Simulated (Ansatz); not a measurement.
**What each rung costs, and what it gives**

Saddle point of SiN$_{2}$H$_{9}$F, singlet (SiNH₅ ([NH2][SiH3]) + NH₃ + HF → SiN₂H₆ ([NH2][SiH2][NH2]) + HF + H₂; bonds formed: Si1–N7, H2–H8, H6–F9; bonds broken: Si1–H2, H6–N7, H8–F9), PBE0-D4/def2-TZVP structure:

| atom | x (Å) | y (Å) | z (Å) |
| --- | --- | --- | --- |
| Si1 | -0.4266 | -0.5685 | 0.5434 |
| H2 | 0.8481 | 0.7480 | 0.9888 |
| H3 | -1.4732 | -1.5865 | 0.1529 |
| H4 | 0.3916 | -1.3336 | 1.5158 |
| N5 | -1.4690 | 0.7489 | 0.7796 |
| H6 | 1.2140 | 0.1411 | -1.1527 |
| N7 | 0.4570 | -0.6421 | -1.1133 |
| H8 | 1.3957 | 1.0453 | 0.2754 |
| F9 | 2.0224 | 1.2359 | -0.7543 |
| H10 | -1.1622 | 1.6502 | 1.1014 |
| H11 | -2.4677 | 0.6236 | 0.7713 |
| H12 | -0.2182 | -0.5098 | -1.8607 |
| H13 | 0.8879 | -1.5525 | -1.2475 |

Barriers are electronic and count from the start structure reached by relaxing down the imaginary mode.

Program: Ansatz 0.2.0. Basis: as named in each row. Cores are frozen in the correlated methods. B3LYP uses VWN-RPA correlation. Extrapolation: Hartree–Fock as exp(−7.88 √X), correlation as X^−2.97.

Times are rough, for one single point on 8 threads of a shared host (Arm Neoverse V1).

The estimate by CCSD(T) at an estimated basis limit (MP2 extrapolated from triple and quadruple zeta, plus CCSD(T) − MP2 in triple zeta) is 115.1 kJ/mol.

| method | basis | time (s) | barrier (kJ/mol) | method less estimate |
| --- | --- | --- | --- | --- |
| HF | STO-3G | under 1 | 289.3 | 174.1 |
| PBE-D4 | STO-3G | under 1 | 16.0 | -99.2 |
| SPW92 | def2-SVP | under 1 | 31.9 | -83.2 |
| B3LYP-D4 | 6-31G | under 1 | 94.0 | -21.2 |
| PBE-D4 | def2-SVP | under 1 | 73.9 | -41.2 |
| PBE0-D4 | def2-SVP | under 1 | 94.9 | -20.3 |
| SPW92 | def2-TZVPP | under 1 | 36.6 | -78.6 |
| PBE-D4 | def2-TZVPP | 1 | 77.2 | -37.9 |
| BLYP-D4 | def2-TZVPP | 1 | 91.8 | -23.3 |
| B3LYP-D4 | def2-TZVPP | 1 | 104.6 | -10.5 |
| BHLYP-D4 | def2-TZVPP | 1 | 124.5 | 9.3 |
| PBE0-D4 | def2-TZVPP | 2 | 94.4 | -20.8 |
| CAM-B3LYP-D4 | def2-TZVPP | 2 | 106.8 | -8.4 |
| wB97M-V | def2-SVP | 2 | 106.8 | -8.3 |
| r2SCAN-D4 | def2-TZVPP | 2 | 86.1 | -29.1 |
| CCSD(T) | def2-SVP | 3 | 137.8 | 22.6 |
| r2SCAN0-D4 | def2-TZVPP | 3 | 99.8 | -15.4 |
| PBE-QIDH | def2-TZVPP | 3 | 108.2 | -6.9 |
| RPA on PBE | def2-TZVPP | 3 | 121.3 | 6.1 |
| B2PLYP | def2-TZVPP | 4 | 115.6 | 0.4 |
| wB97X-V | def2-TZVPP | 4 | 111.3 | -3.8 |
| B97M-V | def2-TZVPP | 5 | 99.1 | -16.1 |
| wB97M-V | def2-TZVPP | 5 | 109.0 | -6.1 |
| MP2 | def2-QZVPP | 13 | 109.3 | -5.9 |
| CCSD(T) | def2-TZVPP | 93 | 119.0 | 3.8 |

All methods are single points on the PBE0-D4 structures.

No T1 diagnostic of these runs exceeds 0.012.

Labels in which every atom is bracketed show which atoms are joined, not bond orders.
